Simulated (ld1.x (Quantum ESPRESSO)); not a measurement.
# Before and after: TM potential for Mo (Z = 42)

molybdenum (Mo), norm-conserving Troullier–Martins (Kleinman–Bylander form), made with ld1.x (Quantum ESPRESSO) 7.5 (PBE, scalar-relativistic). Core [Kr], reference 4d5 5s1 5p0. Waves: 5s (bound): rc 2.45 bohr; 5p (bound, empty): rc 4.20 bohr; 4d (bound): rc 1.30 bohr. Local part: the d channel. Core correction: none.

Change: wave 4d (bound): rc 1.30 bohr becomes 4d (bound): rc 1.56 bohr.

Cutoffs: the cutoffs (Ry, on a coarse ladder) from which the occupation-weighted sum of valence levels, in a spherical-Bessel basis at the reference potential, stays within 10 and 1 mRy of its value at 400 Ry; they do not see the model core or the augmentation charge, which bear on the density cutoff. Errors are all-electron minus pseudo energies relative to the spin-unpolarised reference configuration.

Task: What does the change do?

Result: The potential gets softer (50 Ry and 70 Ry → 45 Ry and 50 Ry); both files keep a bound ghost (p, s); of the 7 tests that both files solve, the error grows in 1 and shrinks in 0 by more than 15 % and 0.3 meV (median size 30.5 → 32.3 meV); the range in which the d phases agree widens (upper end 2.6 → at the end of the scan). A larger radius leaves more room for a smooth pseudo-wave, so fewer plane waves are needed.

```tsv
quantity	base	changed
cutoff, loose	50 Ry	45 Ry
cutoff, tight	70 Ry	50 Ry
loose cutoff by channel (10 mRy a level)	s 6 Ry, d 40 Ry	s 6 Ry, d 35 Ry
bound ghosts	s, p	s, p
error for 4d5 5s0 5p0, meV [ΔE 6.89 eV]	+18	+18
error for 4d4 5s0 5p0, meV [ΔE 22.35 eV]	+76	+75
error for 4d3 5s0 5p0, meV [ΔE 49.10 eV]	+62	+59
error for 4d5 5s0.5 5p0, meV [ΔE 2.73 eV]	+2.1	+2.1
error for 4d4 5s1 5p0, meV [ΔE 8.06 eV]	-11	-14
error for 4d4 5s2 5p0, meV [ΔE 0.20 eV]	-31	-32
error for 4d2 5s0 5p0, meV [ΔE 88.60 eV]	-55	-57
s: phases at 4.57 bohr within 0.05 rad from the reference energy up to (Ry; the scan ends near 5)	0.7	0.7
p: phases at 4.57 bohr within 0.05 rad from the reference energy up to (Ry; the scan ends near 5)	1.1	1.2
d: phases at 4.57 bohr within 0.05 rad from the reference energy up to (Ry; the scan ends near 5)	2.6	to the end of the scan
```

 A true bound ghost makes a file unfit for plane-wave use even where its test errors are small: the radial tests pick states by their node count and pass the ghost by.
